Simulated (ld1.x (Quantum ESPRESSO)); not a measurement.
**What one change does to a pseudopotential (Sr, TM)**

strontium (Sr), norm-conserving Troullier–Martins (Kleinman–Bylander form), made with ld1.x (Quantum ESPRESSO) 7.5 (Wu–Cohen, scalar-relativistic). Core [Kr], reference 4d0 5s2 5p0. Waves: 5s (bound): rc 3.70 bohr; 5p (bound, empty): rc 3.90 bohr; 4d (bound, empty): rc 2.75 bohr. Local part: all-electron potential smoothed inside 3.10 bohr (lloc = -1). Core correction: none.

All-electron outer shells of the reference configuration (Wu–Cohen, scalar-relativistic, ld1.x):

```json
{"shell": "4s", "level (eV)": "-40.90", "outermost node (bohr)": "0.59", "outermost maximum (bohr)": "1.19"}
{"shell": "4p", "level (eV)": "-22.81", "outermost node (bohr)": "0.61", "outermost maximum (bohr)": "1.33"}
{"shell": "5s", "level (eV)": "-3.54", "outermost node (bohr)": "1.65", "outermost maximum (bohr)": "3.72"}
{"shell": "4d", "level (eV)": "-1.28", "outermost node (bohr)": "0.65", "outermost maximum (bohr)": "2.12"}
{"shell": "5p", "level (eV)": "-1.26", "outermost node (bohr)": "1.96", "outermost maximum (bohr)": "4.83"}
```

Change: wave 5p (bound): rc 3.90 bohr becomes 5p (bound): rc 2.66 bohr.

Cutoffs: the cutoffs (Ry, on a coarse ladder) from which the occupation-weighted sum of valence levels, in a spherical-Bessel basis at the reference potential, stays within 10 and 1 mRy of its value at 400 Ry; they do not see the model core or the augmentation charge, which bear on the density cutoff. Errors are all-electron minus pseudo energies relative to the spin-unpolarised reference configuration.

Question: How do hardness, ghosts and transferability respond?

Answer: Both files are so soft that the ladder of cutoffs tells neither apart; a bound ghost appears in p, which as a rule spoils a file; of the 7 tests that both files solve, the error grows in 2 and shrinks in 0 by more than 15 % and 0.3 meV (median size 33.3 → 95.1 meV).

| quantity | base | changed |
| --- | --- | --- |
| cutoff, loose | 6 Ry | 6 Ry |
| cutoff, tight | 8 Ry | 8 Ry |
| bound ghosts | none | p |
| error for 4d0 5s1 5p0, meV [ΔE 5.88 eV] | -7.2 | -7.2 |
| error for 4d0 5s1.5 5p0, meV [ΔE 2.35 eV] | +1.2 | +1.2 |
| error for 4d0 5s1 5p1, meV [ΔE 2.32 eV] | +0.2 | +95 |
| error for 4d1 5s1 5p0, meV [ΔE 2.34 eV] | +192 | +192 |
| error for 4d0.5 5s1.5 5p0, meV [ΔE 1.15 eV] | +81 | +81 |
| error for 4d1 5s0 5p0, meV [ΔE 7.58 eV] | +229 | +229 |
| error for 4d0 5s0 5p1, meV [ΔE 8.78 eV] | +33 | +313 |

Base: The cutoffs count occupied waves only; the empty 4d level needs 15 Ry at the loose tolerance. Changed file: The cutoffs count occupied waves only; the empty 5p level needs 30 Ry at the loose tolerance. A true bound ghost makes a file unfit for plane-wave use even where its test errors are small: the radial tests pick states by their node count and pass the ghost by.
